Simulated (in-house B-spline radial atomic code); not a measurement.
Results of a calculation; reference values are marked as such.
# Stopping and range of 50 keV Br in InAs

The pair potential comes from two frozen, spherical free-atom densities (PBE, B-spline radial code, scalar-relativistic past argon): electrostatics plus the change in Thomas-Fermi kinetic and Dirac exchange energy where they overlap, the recipe behind the universal ZBL potential, which averages such potentials (from solid-state densities) over many pairs. It is written V = (Z1 Z2 e²/r) φ(r/a), with e² = 14.3996 eV·Å and a = 0.46850 Å/(Z1^0.23 + Z2^0.23); ZBL's fit is φ = 0.18175 e^(−3.1998x) + 0.50986 e^(−0.94229x) + 0.28022 e^(−0.4029x) + 0.02817 e^(−0.20162x). Where φ falls below 4e-4 it is continued as an exponential.

The target is taken as amorphous, with density 5.68 g/cm³ (NSM archive of the Ioffe Institute); channelling is ignored. Masses: Br 79.9, In 114.82, As 74.92 u. Nuclear stopping is S_n = 4π a Z1 Z2 e² M1/(M1 + M2) × s_n(ε), with s_n integrated over impact parameters for each pair. Electronic stopping is Lindhard and Scharff's S_e = Z1^(1/6) 8π e² a0 Z1 Z2/(Z1^(2/3) + Z2^(2/3))^(3/2) × v/v0, with a0 = 0.529177 Å and v = v0 at 24.801 keV/u; it misses the oscillations with Z1 seen in experiment, which reach tens of per cent. Compounds add by atom fraction.

```
target atom    a (Å)  ε at this energy  s_n, this pair  s_n, ZBL potential
         In  0.09941            0.1187          0.3292               0.326
         As  0.10411            0.1515          0.3458              0.3364
```

Q: What are the atom density and the stopping powers at entry?

A: N = 5.68 × 0.602214/94.87 = 0.03606 atoms/Å³. For In: S_n = 12660 × 0.3292 = 4168 eV·Å², S_e = 3.5688 × √50000 = 798 eV·Å². For As: S_n = 11230 × 0.3458 = 3883 eV·Å², S_e = 2.9556 × √50000 = 660.9 eV·Å². Averaged over the target's atoms (half each) and times N × 10 Å/nm, the ion loses N S_n = 1450 eV/nm to recoils and N S_e = 263 eV/nm to electrons; the nuclear share is 85 %.

Along the track:

```json
{"E (keV)": "2.5", "N S_n (eV/nm)": "596", "N S_e (eV/nm)": "58.8"}
{"E (keV)": "7.5", "N S_n (eV/nm)": "911", "N S_e (eV/nm)": "102"}
{"E (keV)": "15", "N S_n (eV/nm)": "1130", "N S_e (eV/nm)": "144"}
{"E (keV)": "25", "N S_n (eV/nm)": "1280", "N S_e (eV/nm)": "186"}
{"E (keV)": "37.5", "N S_n (eV/nm)": "1390", "N S_e (eV/nm)": "228"}
{"E (keV)": "50", "N S_n (eV/nm)": "1450", "N S_e (eV/nm)": "263"}
```

Q: Estimate the path length and the projected range.

A: With continuous slowing down the path is the integral of dE/(N (S_n + S_e)). Trapezoids over the table give 35.9 nm, and the stretch below the first row, with stopping taken as √E, adds 2E/(N S) = 7.6 nm: 43.5 nm in all, against 42.6 nm on a fine grid from 5 eV. Deflections shorten the depth: to first order in the energy passed on, N (S_n + S_e) dR_p/dE = 1 − N S_n (M2/M1) R_p/(2E), summed over the target's atoms, and integrating this on the fine grid gives R_p = 23.2 nm, 0.54 of the path. Lindhard's rule of thumb R/(1 + M2/3M1), with mean M2/M1 = 1.19, gives 30.5 nm. On the ZBL potential the same equation gives 23.5 nm, and the full integral equation, which keeps hard collisions, 24.9 nm.
